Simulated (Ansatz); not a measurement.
One change: `F[C]1=[CH][GeH2]1` becomes `F[C]1=[CH][GeH]1[SiH3]`.

Ansatz, PBE0-D4/def2-TZVP geometries, multiplicity 1. 

Scalar relativity is left out up to krypton.

```csv
property,`F[C]1=[CH][GeH2]1`
HOMO energy (B3LYP/def2-TZVPP) / eV,-7.53
HOMO–LUMO gap (ωB97M-V/def2-TZVPP) / eV,11.44
LUMO energy (PBE/def2-TZVPP) / eV,-1.14
HOMO–LUMO gap (B3LYP/def2-TZVPP) / eV,6.97
HOMO energy (PBE0/def2-TZVPP) / eV,-7.73
HOMO–LUMO gap (PBE0/def2-TZVPP) / eV,7.42
```

**Question.** Give the same properties after the change, and the shifts. (Estimate.)

**Answer.** Ansatz gave: 
| property | `F[C]1=[CH][GeH]1[SiH3]` | shift |
| --- | --- | --- |
| HOMO energy (B3LYP/def2-TZVPP) / eV | -7.26 | 0.27 |
| HOMO–LUMO gap (ωB97M-V/def2-TZVPP) / eV | 10.68 | -0.76 |
| LUMO energy (PBE/def2-TZVPP) / eV | -1.52 | -0.38 |
| HOMO–LUMO gap (B3LYP/def2-TZVPP) / eV | 6.34 | -0.63 |
| HOMO energy (PBE0/def2-TZVPP) / eV | -7.48 | 0.25 |
| HOMO–LUMO gap (PBE0/def2-TZVPP) / eV | 6.76 | -0.66 |

With PBE0 the HOMO rises by 0.25 eV and the LUMO falls by 0.42 eV, so the gap narrows by about 0.67 eV. PBE moves the HOMO by 0.19 eV and ωB97M-V by 0.31 eV.

B3LYP here is the variant with VWN-RPA as its local correlation; programs differ in this.
